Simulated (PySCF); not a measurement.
Consider `[O]=[Ti]([Cl])[Cl]` (Cl2OTi). Optimised structure (Å), atoms numbered from 1:
```
Ti    0.1039    0.0088    0.2407
O     1.6695   -0.1241   -0.0374
Cl   -0.7516    2.0169   -0.1951
Cl   -0.9999   -1.8923   -0.0545
```

Energies: r2SCAN-D3(BJ)/ma-def2-SVP (PySCF, density fitting, integration grid level 3) on PBE-D3(BJ)/def2-SVP structures. Thermal corrections: GFN2-xTB frequencies, unscaled, ideal gas at 298.15 K and 1 bar, quasi-RRHO entropy. These were taken at the GFN2-xTB minima.

Problem. What are the vertical and the adiabatic ionisation energy for forming the radical cation?

Solution. 11.28 eV vertical and 11.08 eV adiabatic, the latter with zero-point energy.

Problem. Where does the unpaired spin of the relaxed radical cation sit?

Solution. O2 (oxygen) 0.43, Cl3 (chlorine) 0.39, Cl4 (chlorine) 0.39, Ti1 (Ti) -0.20 (intrinsic atomic orbital populations).

Problem. How far is −ε(HOMO) from the vertical value by ΔSCF?

Solution. −ε(HOMO) = 8.37 eV, which is 2.91 eV below the ΔSCF value.

Note: ma-def2-SVP is a small basis, whose errors can reach tens of kJ/mol; spin-orbit coupling is left out of the energies, which matters for open shells on the heavier atoms.
